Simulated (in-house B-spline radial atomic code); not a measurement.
# Solving the quasi-particle equation for 5p of La3+

Configuration [Kr] 4d10 5s2 5p6, start r2SCAN; correlation leaves out the 7 deepest shells, empty levels kept to 3200 hartree. Computed with a B-spline radial code for spherical atoms: all electrons, scalar-relativistic (spin-free one-electron X2C), finite nucleus, each spin shell either full or empty, empty states to l = 9 with an (l + 1/2)⁻⁴ tail; G0W0 by contour deformation at full frequency.

Spin-orbit coupling, left out, splits p levels strongly here.

Spin-orbit coupling splits this shell strongly; the level is its average.

At the mean-field level ε = -45.26 eV the matrix elements are Σx = -25.616 eV, v_xc = -20.567 eV and Σc(ε) = -1.09 eV, and the slope of the correlation self-energy is dΣc/dω = -0.0638. The quasi-particle energy solves E = ε + Σx − v_xc + Σc(E).

Q: What does the linearised equation give?

A: Z = 1/(1 − dΣc/dω) = 1/1.0638 = 0.9400. The first-order shift is Σx − v_xc + Σc(ε) = -25.616 − (-20.567) + (-1.09) = -6.139 eV, so E ≈ ε + Z × shift = -45.26 + 0.9400 × (-6.139) = -51.031 eV.

Q: How does that compare with the full solution and with static screening?

A: Solving the equation at full frequency dependence gives E = -51.004 eV, where Σc = -0.695 eV and the weight is 0.930; the linearised value is off by 27 meV. Leaving Z out would give -51.399 eV. Static COHSEX puts -3.548 eV in place of Σc and gives -53.857 eV, 2.85 eV deeper.
